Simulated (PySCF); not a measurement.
Nitrogen: a sound run and one with changed settings

Sound run: N⁺ [He] 2s2 2p2, N²⁺ [He] 2s2 2p1. Calculation: PySCF 2.14, in def2-TZVP (5s3p2d1f, 31 functions); the non-relativistic Hamiltonian (point nucleus). The sound run starts from symmetry-adapted Hartree-Fock orbitals and uses a fine grid where one is needed.

Changed run: 14 angular points. This setting is unsound on purpose.

```tsv
species	method	sound run (hartree)	changed run (hartree)	converged
N⁺	UHF	-53.89200	-53.89200	yes
N⁺	TPSS	-54.07434	-54.07592	yes
N⁺	B3LYP	-54.06552	-54.06556	yes
N²⁺	UHF	-52.81858	-52.81858	yes
N²⁺	TPSS	-52.97779	-52.97688	yes
N²⁺	B3LYP	-52.96301	-52.96269	yes
```

Ionisation energy of N⁺:

| method | sound run (eV) | changed run (eV) |
| --- | --- | --- |
| UHF | 29.209 | 29.209 |
| TPSS | 29.838 | 29.907 |
| B3LYP | 30.001 | 30.011 |

A coarse angular grid integrates products of high-l functions wrongly, so density functionals can shift, and the SCF can exploit the error; Hartree-Fock and MP2 need no grid.

For comparison, NIST gives 29.601 eV between the lowest levels.
